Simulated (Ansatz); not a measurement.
Consider the formal exchange of groups at a B–F bond: `COCBF` + BH₃ → `BBCOC` + H–F.

Gas-phase electronic energies from Ansatz, PBE0-D4/def2-TZVP geometries. CCSD(T)/CBS is the MP2 limit (def2-TZVPP, def2-QZVPP) plus CCSD(T) − MP2 in def2-TZVPP, frozen cores. This one scheme is used for every species. DFT in def2-TZVPP. B3LYP here is the variant with VWN-RPA as its local correlation; programs differ in this. One conformer a species, not always the lowest.

`COCBF`:

```xyz
11

C     1.013    0.373    1.128
O    -0.381    0.370    1.005
C    -0.819   -0.463   -0.045
B    -0.589    0.104   -1.489
F    -0.973   -0.637   -2.518
H     1.396   -0.629    1.371
H     1.506    0.715    0.207
H     1.272    1.057    1.937
H    -0.400   -1.481    0.050
H    -1.903   -0.591    0.081
H    -0.121    1.182   -1.728
```

BH₃:

Cartesian coordinates in Å:
```
B 0.000 0.000 0.000
H -0.866 -0.593 -0.568
H 0.902 -0.598 0.503
H -0.036 1.191 0.064
```

`BBCOC`:

Cartesian coordinates in Å:
```
B 0.308 -0.786 2.660
B 0.454 0.160 1.331
C -0.091 -0.117 -0.102
O 0.203 0.898 -1.029
C -0.300 0.620 -2.305
H -0.597 -0.656 3.438
H 1.140 -1.598 2.959
H 1.058 1.189 1.503
H 0.308 -1.090 -0.449
H -1.184 -0.282 -0.038
H -0.030 1.452 -2.957
H 0.127 -0.307 -2.715
H -1.395 0.517 -2.294
```

H–F:

Z-matrix (Å, degrees):
```
F
H 1 0.920
```

```
             level  ΔE (kcal/mol)  difference from CCSD(T)/CBS
            PBE-D4           29.6                         -3.7
         r2SCAN-D4           32.6                         -0.7
           PBE0-D4           31.0                         -2.3
          B3LYP-D4           34.0                          0.7
           ωB97X-V           34.4                          1.1
           ωB97M-V           34.8                          1.5
            B2PLYP           35.4                          2.1
               PBE           30.0                         -3.3
            r2SCAN           32.7                         -0.6
              PBE0           31.4                         -1.9
             B3LYP           34.7                          1.4
     HF/def2-TZVPP           40.2                          6.9
    MP2/def2-TZVPP           35.3                          2.0
SCS-MP2/def2-TZVPP           36.6                          3.3
   CCSD/def2-TZVPP           35.1                          1.8
CCSD(T)/def2-TZVPP           34.7                          1.4
     HF/def2-QZVPP           40.2                          6.9
    MP2/def2-QZVPP           34.4                          1.1
SCS-MP2/def2-QZVPP           35.8                          2.5
      HF/CBS(def2)           40.2                          6.9
     MP2/CBS(def2)           33.8                          0.5
    CCSD/CBS(def2)           33.6                          0.3
       CCSD(T)/CBS           33.3                            0
```

Largest T1 diagnostic among the species: 0.012.

In def2-TZVPP, CCSD(T) changes the Hartree–Fock value by −5.5 kcal/mol (the triples alone add −0.4 kcal/mol) and MP2 by −5.0 kcal/mol. From PBE to PBE0 (25 % exact exchange), in def2-TZVPP and without D4, ΔE moves by +1.4 kcal/mol.
